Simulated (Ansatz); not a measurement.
System: CH3Br2GaO (charge 0, singlet). SMILES: C[O][Ga]([Br])[Br]
Geometry from a B3LYP-D3(BJ)/def2-TZVP (Ansatz, a program for electronic structure) optimisation:
```
O
C 1 1.4230
H 2 1.0924 1 108.95
H 2 1.0924 3 108.79 1 -118.65
H 2 1.0936 3 108.55 4 -117.95
Ga 1 1.7707 2 124.33 3 120.72
Br 6 2.2726 1 117.99 2 -180.00
Br 6 2.2894 1 120.19 2 0.00
```
Charge 0, spin multiplicity 1.

Computed values are from Ansatz. Cores are frozen in the correlated levels unless marked. Open shells are spin-unrestricted. Spin-orbit coupling is left out. Frozen are the shells of the preceding noble gas and the d and f shells that filled before the atom's block. Non-relativistic. CBS(X,Y): correlation extrapolated as X^-3; Hartree-Fock from the larger set. [CCSD(T)-MP2]/basis is that difference in the basis named.

```json
{
 "atomisation energy De": "2670.5 kJ/mol at CCSD(T)/CBS(aug-cc-pVTZ,aug-cc-pVQZ)",
 "vertical ionisation energy (to the doublet)": "10.87 eV at RI-MP2/CBS(aug-cc-pVTZ,aug-cc-pVQZ)+[CCSD(T)-MP2]/aug-cc-pVTZ",
 "vertical electron affinity (to the doublet; negative means unbound)": "0.21 eV at RI-MP2/CBS(aug-cc-pVTZ,aug-cc-pVQZ)+[CCSD(T)-MP2]/aug-cc-pVTZ",
 "total_energy": "-7183.8925 Eh at CCSD(T)/CBS(aug-cc-pVTZ,aug-cc-pVQZ)",
 "dipole_moment": "1.37 D at CCSD(T)/aug-cc-pVDZ",
 "T1 diagnostic": "0.012 at CCSD/aug-cc-pVQZ"
}
```
